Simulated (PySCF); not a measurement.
# Assignment exercise: C7H8Cl2Si

Atom-mapped SMILES (the numbers label the heavy atoms): `[CH2:1]=[C:2]1[SiH2:3][CH:4]=[C:5]([CH:6]([Cl:7])[Cl:8])[C:9]1=[CH2:10]`. Hydrogens are named by the atom that carries them. Ha(C10) is cis to C2; Ha(C1) is cis to Si3; Hb(C10) is trans to C2; Hb(C1) is trans to Si3.

[PySCF: NMR shieldings at PBE0/pcSseg-1/GIAO; structure optimised with GFN2-xTB; a single conformation; fast rotation and ring inversion assumed for equivalent nuclei; gas phase; non-relativistic Hamiltonian]

Chemical shifts δ = σref − σ; TMS for $^{13}$C and $^{1}$H, all at this level.

(1) Assign these signals to the numbered atoms. $^{13}$C{$^{1}$H} NMR (computed): δ 166.5 (C), 146.3 (C), 146.1 (C), 134.4 (CH), 132.1 (CH2), 120.9 (CH2), 86.1 (CH).

(2) Assign these signals to the numbered atoms. $^{1}$H NMR (400 MHz, computed): δ 6.88 (br s, 1H), 6.69 (s, 1H), 6.69 (br s, 1H), 6.48 (br s, 1H), 6.28 (t, 1H), 6.01 (br s, 1H), 4.83 (m, 2H).

## Answers

(1) 
| δ (ppm) | atoms | environment | reason |
| --- | --- | --- | --- |
| 166.5 | C5 | fully substituted alkene carbon | – |
| 146.3 | C9 | fully substituted alkene carbon | an sp2 carbon of a C=C bond |
| 146.1 | C2 | fully substituted alkene carbon | – |
| 134.4 | C4 | alkene CH | an sp2 carbon of a C=C bond |
| 132.1 | C1 | terminal =CH2 carbon | as expected for a trigonal carbon in a double bond |
| 120.9 | C10 | terminal =CH2 carbon | – |
| 86.1 | C6 | allylic sp3 CH bonded to 2 Cl | 2 electronegative neighbours deshield it |

C9 and C2 lie closer than the usual error of such a calculation, so a measured spectrum could show them in the other order.

(2) 
6.88 → Hb(C1), hydrogen on a terminal =CH2 carbon: attached to an sp2 carbon and in the plane of the double bond
6.69 → H(C6), hydrogen on an allylic sp3 CH bonded to 2 Cl: its carbon carries Cl, hence the downfield position
6.69 → Hb(C10), hydrogen on a terminal =CH2 carbon: a vinylic proton, deshielded by the sp2 carbon and the C=C anisotropy
6.48 → Ha(C10), hydrogen on a terminal =CH2 carbon
6.28 → H(C4), hydrogen on an alkene CH: olefinic region
6.01 → Ha(C1), hydrogen on a terminal =CH2 carbon: attached to an sp2 carbon and in the plane of the double bond
4.83 → H(Si3), hydrogen on a silicon bonded to 2 C, in a 5-membered ring

H(C6) and Hb(C10) lie closer than the usual error of such a calculation, so a measured spectrum could show them in the other order.

Carbons that carry Cl, above all several Cl atoms, come out too deshielded, partly because spin–orbit coupling is missing. Shifts are as computed. Against solution values, carbons near 30 ppm lie about +3 ppm off and those near 130 ppm about +5 ppm; carbons on Cl a further +6 ppm. Of 1309 compounds with measured shifts, 239 miss one by over three times the rms of a fit or turn the order of signals round; such compounds aren't used in these exercises. Multiplicities follow the n + 1 count of equivalent neighbours, as no J values were calculated; m marks all less simple cases, F and P coupling included.
